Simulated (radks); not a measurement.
Mn5+, 20 electrons, occupied as [Ar] 3d2.

Method: scalar-relativistic Kohn-Sham, PBE, spin-polarised, spherical densities, finite nucleus; open shells are filled with parallel spins first; Fermi nuclear charge, rms radius 3.7057 fm; computed with a radial shooting solver on a logarithmic mesh with Libxc functionals.

Energy parts (hartree):
part                       energy
total                 -1151.77506
kinetic                1164.71769
electron-nucleus      -2688.12507
Hartree                 421.18409
exchange-correlation    -49.55177

Orbitals (lengths in bohr, moments of r in powers of bohr):
1s down: occ. 1; eigenvalue (hartree) -239.3724; <1/r> 24.93; <r^2> 0.004989
1s up: occ. 1; eigenvalue (hartree) -239.3721; <1/r> 24.93; <r^2> 0.004989
2s up: occ. 1; eigenvalue (hartree) -30.53064; <1/r> 5.303; <r^2> 0.09224
2s down: occ. 1; eigenvalue (hartree) -30.48362; <1/r> 5.309; <r^2> 0.09202
2p up: occ. 3; eigenvalue (hartree) -26.33952; <1/r> 5.199; <r^2> 0.07516
2p down: occ. 3; eigenvalue (hartree) -26.30373; <1/r> 5.205; <r^2> 0.07492
3s up: occ. 1; eigenvalue (hartree) -6.11909; <1/r> 1.726; <r^2> 0.7703
3s down: occ. 1; eigenvalue (hartree) -6.01345; <1/r> 1.720; <r^2> 0.7747
3p up: occ. 3; eigenvalue (hartree) -4.93475; <1/r> 1.611; <r^2> 0.8408
3p down: occ. 3; eigenvalue (hartree) -4.83116; <1/r> 1.604; <r^2> 0.8481
3d up: occ. 2; eigenvalue (hartree) -3.07768; <1/r> 1.379; <r^2> 0.9894
3d down: occ. 0; eigenvalue (hartree) -2.97523; <1/r> 1.368; <r^2> 1.013

The highest occupied level is 3d up at -83.748 eV. For comparison, the ionisation energy in NIST's Atomic Spectra Database is 95.60 eV (measured). In exact Kohn-Sham theory the highest level is minus the ionisation energy, but local and semilocal functionals leave it too shallow, through self-interaction and a potential that decays too fast; potentials with the right tail come closer. Summed over all electrons, <r^2> = 9.235 bohr^2, which gives a Langevin (diamagnetic) susceptibility term of -7.31 x 10^-6 cm^3/mol. The spin density at the nucleus is -0.609 e/bohr^3 (1s -0.014, 2s -1.333, 3s 0.738).
